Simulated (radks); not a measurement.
Q: Au+, 78 electrons, occupied as [Xe] 4f13 5d10 6p1 (not the ground configuration). Calculated with a radial shooting solver on a logarithmic mesh with Libxc functionals: Dirac Kohn-Sham, LDA (Slater exchange, Perdew-Wang correlation), spin-unpolarised, spherical densities, point nucleus; open shells fill j = l - 1/2 first. Some entries of the table are withheld. Estimate them.

| orbital | occ. | eigenvalue (hartree) | <r^2> (bohr^2) | <1/r> (bohr^-1) |
|---|---|---|---|---|
| 1s1/2 | 2 | -2962.625 | 0.0003935 | 95.76 |
| 2s1/2 | 2 | -523.1651 | 0.005943 | 23.53 |
| 2p1/2 | 2 | -501.8035 | 0.004205 | 23.48 |
| 2p3/2 | 4 | -434.4152 | 0.005393 | 19.13 |
| 3s1/2 | 2 | (1) | 0.03862 | 8.631 |
| 3p1/2 | 2 | -114.6636 | 0.03520 | 8.545 |
| 3p3/2 | 4 | -99.79789 | 0.04163 | 7.411 |
| 3d3/2 | 4 | -83.80484 | 0.03192 | 7.311 |
| 3d5/2 | 6 | -80.60902 | 0.03367 | 7.053 |
| 4s1/2 | 2 | -27.68863 | 0.1865 | 3.664 |
| 4p1/2 | 2 | -23.59080 | 0.1900 | 3.556 |
| 4p3/2 | 4 | -19.99125 | 0.2224 | 3.161 |
| 4d3/2 | 4 | -13.27722 | 0.2339 | (2) |
| 4d5/2 | 6 | -12.60357 | 0.2452 | (3) |
| 5s1/2 | 2 | -4.62313 | 0.9385 | 1.506 |
| 4f5/2 | 6 | -3.98100 | 0.2849 | (4) |
| 4f7/2 | 7 | -3.83632 | 0.2926 | (5) |
| 5p1/2 | 2 | (6) | 1.096 | 1.381 |
| 5p3/2 | 4 | (7) | 1.320 | 1.234 |
| 5d3/2 | 4 | -0.79231 | (8) | 0.9180 |
| 5d5/2 | 6 | -0.72472 | (9) | 0.8805 |
| 6p1/2 | 1 | -0.34274 | 11.12 | 0.4033 |
| 6p3/2 | 0 | -0.29564 | 13.63 | 0.3605 |

A: 
(1) 3s1/2 eigenvalue (hartree): -124.2755
(2) 4d3/2 <1/r> (bohr^-1): 2.963
(3) 4d5/2 <1/r> (bohr^-1): 2.872
(4) 4f5/2 <1/r> (bohr^-1): 2.514
(5) 4f7/2 <1/r> (bohr^-1): 2.479
(6) 5p1/2 eigenvalue (hartree): -3.26452
(7) 5p3/2 eigenvalue (hartree): -2.62024
(8) 5d3/2 <r^2> (bohr^2): 2.437
(9) 5d5/2 <r^2> (bohr^2): 2.644
